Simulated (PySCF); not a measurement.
Trends in electronic spectra. Theory: PySCF 2.14.0, density-fitted response routines, TDDFT B3LYP/def2-SVPD, vertical, gas phase, core orbitals frozen in the response. Geometries: GFN2-xTB; one conformer of each isolated species. Triplets are in the Tamm–Dancoff approximation.

**Question.** Rank by computed S1–T1 gap, lowest first.
A. `ClC(Cl)(C#CC=O)Cl`
B. `C=C1/C(=C\Cl)C[C@@H]1F`
C. `C#C[C@@H]1C[C@H](Cl)[C@@H]1F`
D. `C[SiH2]N[Si@@H](N)S`

**Answer.** D (0.31 eV), A (0.56 eV), C (1.02 eV), B (1.94 eV).

| SMILES | S1−T1 (eV) | S1 (eV) | T1 (eV) | S1 mainly | T1 mainly | f(S1) |
| --- | --- | --- | --- | --- | --- | --- |
| C[SiH2]N[Si@@H](N)S | 0.31 | 5.83 | 5.51 | H→L (82%) | H→L (63%) | 0.010 |
| O=CC#CC(Cl)(Cl)Cl | 0.56 | 3.59 | 3.03 | H→L (97%) | H→L (94%) | 0.000 |
| C#C[C@@H]1C[C@H](Cl)[C@@H]1F | 1.02 | 6.42 | 5.40 | H→L+2 (41%) | H-1→L+2 (43%) | 0.000 |
| C=C1/C(=C\Cl)C[C@@H]1F | 1.94 | 4.79 | 2.84 | H→L (96%) | H→L (95%) | 0.249 |

H and L stand for HOMO and LUMO. For `C#C[C@@H]1C[C@H](Cl)[C@@H]1F` the leading configurations of S1 and T1 differ. Singlets come from full response and triplets from the Tamm–Dancoff approximation.
